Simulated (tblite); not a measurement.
A tight-binding relaxation on `CC[N](C)[Ge@@H]([CH3])[Cl]`.

Computed with GFN2-xTB geometry optimisation, gas phase (tblite 0.8.0). Start geometry: from a force field or distance geometry. The command runs a driver script over a list of jobs; the input below is this job's line of settings and its coordinates in Å.

Command:
```bash
OMP_NUM_THREADS=1 python probes_run.py task.json out
```

Input:
```
{"job": {"kind": "relax", "xc": "GFN2-xTB", "basis": "xTB"}, "charge": 0, "multiplicity": 1}
C     -1.893100     1.227500     0.340400
C     -1.272900     0.013100     0.963000
N     -0.279400    -0.490500     0.112100
C     -0.635200    -1.182500    -1.055500
Ge     1.447300    -0.468100     0.647000
C      2.439000     0.493700    -0.745200
Cl     1.671500     0.481700     2.576200
H     -1.905400     1.051700    -0.753700
H     -1.203900     2.078300     0.532100
H     -2.921400     1.424800     0.699900
H     -0.868400     0.267300     1.959800
H     -2.072800    -0.762100     1.083400
H     -0.568800    -2.290000    -0.817000
H     -1.667900    -0.935700    -1.360800
H      0.077300    -0.938400    -1.858500
H      1.936500    -1.946700     0.696800
H      2.430000    -0.165200    -1.626000
H      1.821000     1.382900    -1.001800
H      3.456900     0.767300    -0.399700
```

Output:
```
step      E/eV     max force
  0    -656.04548    2.222
  1    -656.24002    0.825
  2    -656.30715    0.575
  3    -656.35604    0.516
  4    -656.38435    0.351
  5    -656.40360    0.320
  6    -656.42076    0.444
  7    -656.43920    0.427
  8    -656.45323    0.276
  9    -656.46198    0.206
... (190 lines left out)
200    -656.64424    0.016
201    -656.64441    0.020
202    -656.64450    0.024
203    -656.64458    0.026
204    -656.64464    0.019
205    -656.64469    0.014
206    -656.64473    0.012
207    -656.64477    0.013
208    -656.64480    0.011
209    -656.64483    0.009
```

«max force» is the largest atomic force in eV/Å.

From which step on does the largest force stay under 0.1 eV/Å, and how much energy is left to gain from there?

From step 193 (0.037 eV/Å), 2.4 meV above the end.

Main results: energy lowered by 13.8 kcal/mol over 209 steps; largest atomic force 0.009 eV/Å at the end.

Time: 2.6 s. Hardware: one thread of an Intel Xeon at 2.70 GHz, shared host with 64 logical CPUs at a one-minute load of 63.
Labels such as C1 count atoms from 1, the log's own numbers from 0.
